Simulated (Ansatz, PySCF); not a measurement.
Pulling on the Sn1–H2 bond in BrHSn (SMILES [Br][SnH]) (multiplicity 1 held, fragments rigid). Energies count from the point at 1.785 Å.
Geometry at that point (charge 0, multiplicity 1):
```xyz
3

Sn    -0.580    -0.484     0.712
H     -1.735    -1.056    -0.523
Br     0.878     0.721    -1.002
```

```csv
level,energy at R = 5.712 Å (kcal/mol),cost
R-HF/3-21G,145.40,-
R-HF/def2-TZVPP,133.99,-
U-HF/def2-TZVPP,44.07,-
R-r2SCAN/def2-TZVPP,93.05,×2
R-wB97X-V/def2-TZVPP,126.54,×2
U-wB97X-V/def2-TZVPP,65.30,-
R-SCS-MP2/def2-TZVPP,82.03,-
U-CCSD/def2-TZVPP,63.41,-
U-CCSD(T)/def2-TZVPP,63.66,-
"CASSCF(2,2)/def2-TZVPP",56.44,-
"SC-NEVPT2 on CASSCF(2,2)/def2-TZVPP",59.94,-
"FIC-NEVPT4(SD) on CASSCF(2,2)/def2-TZVPP",62.89,-
"FIC-MRCISD on CASSCF(2,2)/def2-TZVPP",63.02,-
"FIC-MRCISD+Q on CASSCF(2,2)/def2-TZVPP",63.89,-
```

The rows run from 44.07 (U-HF/def2-TZVPP) to 145.40 kcal/mol (R-HF/3-21G). In def2-TZVPP the value moves U-HF 44.07, U-CCSD 63.41, U-CCSD(T) 63.66, a shift of 19.60 from U-HF to U-CCSD(T).

Restricted levels (R-, RO-) in cc, def2 and unpolarised 6-31G sets keep to the state of the molecule at rest. U- levels take the lowest unrestricted solution at each point, which mixes spins at long bonds. Active spaces are followed from a long bond inwards. Curves can end on different states.

Frozen-core correlation. Filled d and f shells under p-block atoms count as core. Rows in 3-21G carry no dispersion term and start afresh at each structure; the Pople sets are all-electron and without relativity.

Doubts at one or more of the structures used: a restricted determinant that unrestricted orbitals would lower (R-HF/3-21G, R-HF/def2-TZVPP, R-r2SCAN/def2-TZVPP, R-wB97X-V/def2-TZVPP, R-SCS-MP2/def2-TZVPP); a spin-contaminated determinant (U-HF/def2-TZVPP, U-wB97X-V/def2-TZVPP, U-CCSD/def2-TZVPP, U-CCSD(T)/def2-TZVPP).

Codes used: Ansatz (Gaussian orbitals); PySCF for 3-21G rows.  In def2 rows elements past Kr take small-core potentials, without spin–orbit coupling.

Costs are rough ratios of core time to R-PBE/def2-TZVPP (about 6 s over the structures, on one shared machine); a dash marks a level with no comparable run of its own.

Ansatz is a program for electronic structure.
